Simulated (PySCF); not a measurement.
C3H6BFO2. Atoms are numbered in the order given.

```xyz
13

C     -1.6721    -1.0288     0.0572
C     -1.2081     0.2224     0.0205
C     -2.0056     1.4561     0.3211
O      0.0782     0.5463    -0.3492
B      1.2122    -0.1717    -0.1290
O      2.3628     0.2600    -0.7014
F      1.2174    -1.2703     0.6432
H     -1.0414    -1.8877    -0.1779
H     -2.7115    -1.2096     0.3369
H     -1.5475     2.0068     1.1585
H     -3.0430     1.2056     0.5791
H     -2.0012     2.1266    -0.5529
H      3.1141    -0.2993    -0.4764
```
Charge 0, spin multiplicity 1.

The structure is a stationary point at ωB97X-D3(BJ)/def2-SVP. One conformer was computed; it need not be the lowest.

Calculation: TDA-PBE/def2-SVPD (PySCF).

Vertical excitations. Gas-phase values at a fixed geometry.

Computed excitation energies, oscillator strengths and character:
| state | energy (eV) | λ (nm) | f | main pairs |
|---|---|---|---|---|
| S1 | 5.28 | 235 | 0.001 | HOMO→LUMO+1 100 % |
| S2 | 6.22 | 199 | 0.010 | HOMO→LUMO+2 93 % |
| S3 | 6.34 | 196 | 0.150 | HOMO→LUMO 52 %, HOMO→LUMO+3 36 % |
| S4 | 7.00 | 177 | 0.022 | HOMO→LUMO+4 85 % |
| S5 | 7.14 | 174 | 0.028 | HOMO→LUMO+5 74 % |
| S6 | 7.23 | 172 | 0.060 | HOMO−1→LUMO 42 %, HOMO→LUMO+5 23 %, HOMO→LUMO+3 15 % |
| S7 | 7.41 | 167 | 0.006 | HOMO−1→LUMO+1 100 % |
| S8 | 7.49 | 165 | 0.038 | HOMO→LUMO+6 47 %, HOMO−1→LUMO 34 % |
| S9 | 7.65 | 162 | 0.042 | HOMO→LUMO+7 44 %, HOMO→LUMO+6 37 %, HOMO−1→LUMO 7 % |
| S10 | 7.90 | 157 | 0.092 | HOMO→LUMO+7 42 %, HOMO−2→LUMO 21 %, HOMO→LUMO 8 %, HOMO→LUMO+3 7 % |
| T1 | 4.30 | 288 | 0 | HOMO→LUMO 96 % |
| T2 | 5.24 | 236 | 0 | HOMO→LUMO+1 100 % |
| T3 | 6.16 | 201 | 0 | HOMO→LUMO+2 100 % |
| T4 | 6.46 | 192 | 0 | HOMO→LUMO+3 96 % |
Triplets are in the Tamm–Dancoff approximation.
